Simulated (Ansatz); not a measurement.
`C[O][Cd][F]` + `[NH2][AlH][OH]` → `C[O][AlH][NH2]` + `[OH][Cd][F]`  (substitution at a C–O bond)

Program: Ansatz. Geometries: PBE0-D4/def2-TZVP. ΔE: electronic, gas phase. CCSD(T)/CBS adds triple-zeta CCSD(T) − MP2 to the extrapolated MP2 energy (def2 sets, frozen cores). This one scheme is used for every species. Functionals use def2-TZVPP. def2 core potentials past Kr. For Cd outer-core shells are correlated without core-valence functions, which leaves a few kJ/mol of doubt a bond. Each species was taken in one conformer, which may not be the lowest.

| species | LDA (SPW92) energy (Eh) |
| --- | --- |
| `C[O][Cd][F]` | -380.99925 |
| `[NH2][AlH][OH]` | -372.90554 |
| `C[O][AlH][NH2]` | -411.83734 |
| `[OH][Cd][F]` | -342.06859 |

Task: Work out ΔE.

Result: ΔE = (-411.83734) + (-342.06859) − (-380.99925) − (-372.90554) = -0.00114 Eh = -0.7 kcal/mol. CCSD(T)/CBS gives -1.1 kcal/mol.

Largest T1 diagnostic among the species: 0.018.

At CCSD(T), def2-SVP lies +0.9 kcal/mol from the extrapolated value and def2-TZVPP +0.5 kcal/mol. Leaving LDA and LC-ωPBE aside and taking each functional with its dispersion term where it has one, the values, not all of them listed here, spread over 0.9 kcal/mol, from BHLYP-D4 to revPBE-D4.
